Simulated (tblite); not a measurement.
C₃H₃Br₂ClSi.
SMILES with atom numbers: `[CH:1]#[C:2][Si@:3]([Cl:4])([Br:5])[CH2:6][Br:7]` (hydrogens: H8 on C1; H9, H10 on C6)

Computed with GFN2-xTB (tblite), gas phase: L-BFGS steps from a force-field or distance-geometry start until the largest atomic force falls under 0.01 eV/Å.

Step 25: E = -609.4325 eV
```
atom  x, y, z in Å  |  force x, y, z in eV/Å
C1      2.6417   -0.2545   -0.1148   -0.044  -0.002   0.007
C2      1.5124    0.1573   -0.0752    0.021  -0.005   0.005
Si3    -0.2072    0.8123    0.0450    0.002  -0.002   0.009
Cl4    -0.5406    2.2571   -1.3324   -0.005  -0.011   0.037
Br5    -0.4716    1.5890    2.1112   -0.005   0.004  -0.061
C6     -1.4807   -0.5866   -0.2234    0.035  -0.013   0.036
Br7    -1.1435   -2.0952    0.9883   -0.005   0.034  -0.059
H8      3.6271   -0.6223   -0.1560   -0.019   0.003  -0.001
H9     -1.4250   -0.9857   -1.2335    0.001  -0.015   0.016
H10    -2.5038   -0.2667   -0.0318    0.020   0.006   0.012
```

Step 26: E = -609.4329 eV
```
atom  x, y, z in Å  |  force x, y, z in eV/Å
C1      2.6393   -0.2572   -0.1132   -0.048  -0.005   0.008
C2      1.5107    0.1567   -0.0779    0.027   0.003   0.005
Si3    -0.2072    0.8157    0.0433   -0.010  -0.008  -0.032
Cl4    -0.5468    2.2630   -1.3310    0.002  -0.022   0.042
Br5    -0.4713    1.5905    2.1072   -0.007   0.016  -0.025
C6     -1.4786   -0.5854   -0.2244    0.036  -0.024   0.046
Br7    -1.1335   -2.0938    0.9859   -0.002   0.030  -0.059
H8      3.6231   -0.6296   -0.1502   -0.014   0.005  -0.004
H9     -1.4245   -0.9844   -1.2345   -0.001  -0.012   0.014
H10    -2.5023   -0.2709   -0.0279    0.019   0.017   0.004
```

Problem. Estimate the geometry and energy of step 27. (The exact step hangs on the optimiser's Hessian estimate; all steps are aligned on step 26, rigid shifts and turns removed.)

Solution. E = -609.4333 eV, largest force 0.061 eV/Å
```
atom  x, y, z in Å  |  force x, y, z in eV/Å
C1      2.6364   -0.2603   -0.1113   -0.036  -0.012   0.008
C2      1.5089    0.1569   -0.0805    0.019   0.011   0.006
Si3    -0.2075    0.8187    0.0412   -0.015  -0.012  -0.058
Cl4    -0.5528    2.2682   -1.3291    0.006  -0.023   0.036
Br5    -0.4708    1.5920    2.1030   -0.010   0.028   0.011
C6     -1.4762   -0.5846   -0.2247    0.024  -0.024   0.035
Br7    -1.1234   -2.0916    0.9824    0.006   0.008  -0.041
H8      3.6185   -0.6367   -0.1445   -0.009   0.005  -0.006
H9     -1.4238   -0.9834   -1.2351   -0.004  -0.006   0.013
H10    -2.5005   -0.2747   -0.0240    0.019   0.026  -0.003
```

The energy changes by -0.0004 eV. The first-order estimate −F·Δx gives -0.0005 eV and the mean of the old and new forces, exact on a quadratic surface, -0.0004 eV. The step makes an angle of 79° with the force vector and moves no atom by more than 0.011 Å.

The cost below is that of the whole relaxation. Hardware: one thread of an Arm Neoverse N1, shared host with 64 logical CPUs at a one-minute load of 60. Cost: 1.1 s of wall time.
